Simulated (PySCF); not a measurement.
**Two-component Hartree-Fock for Sc³⁺ (scandium, charge +3)**

Start: [Ar]. Calculated with PySCF 2.14 in x2c-SVPall-2c: generalised Hartree-Fock with the X2C-1e Hamiltonian and a Gaussian nucleus; one run each with spin-orbit coupling (SO) switched off, then screened by Boettger's factors.

| spinor shell | electrons | ε, spin-free (eV) | ε, screened SO (eV) | weight of nominal j (screened SO) | rms radius, screened SO (bohr) |
| --- | --- | --- | --- | --- | --- |
| 1s1/2 | 2 | -4570.6 | -4570.6 | 1.000 | 0.0845 |
| 2s1/2 | 2 | -557.51 | -557.51 | 1.000 | 0.370 |
| 2p1/2 | 2 | -460.45 | -463.60 | 1.000 | 0.338 |
| 2p3/2 | 4 | -460.45 | -458.88 | 1.000 | 0.340 |
| 3s1/2 | 2 | -101.92 | -101.92 | 1.000 | 1.14 |
| 3p1/2 | 2 | -73.900 | -74.276 | 1.000 | 1.23 |
| 3p3/2 | 4 | -73.900 | -73.712 | 1.000 | 1.23 |

```json
{"quantity": "E (hartree)", "spin-free": "-761.65881", "screened SO": "-761.66101"}
{"quantity": "M_J", "spin-free": "0", "screened SO": "0"}
{"quantity": "⟨J²⟩", "spin-free": "0.000", "screened SO": "0.000"}
{"quantity": "⟨L²⟩", "spin-free": "0.000", "screened SO": "0.000"}
{"quantity": "⟨S²⟩", "spin-free": "0.000", "screened SO": "0.000"}
```

Without spin-orbit coupling the j labels of p, d and f shells carry no meaning; the spin-free column gives the mean over the occupied spinors of each nl shell.
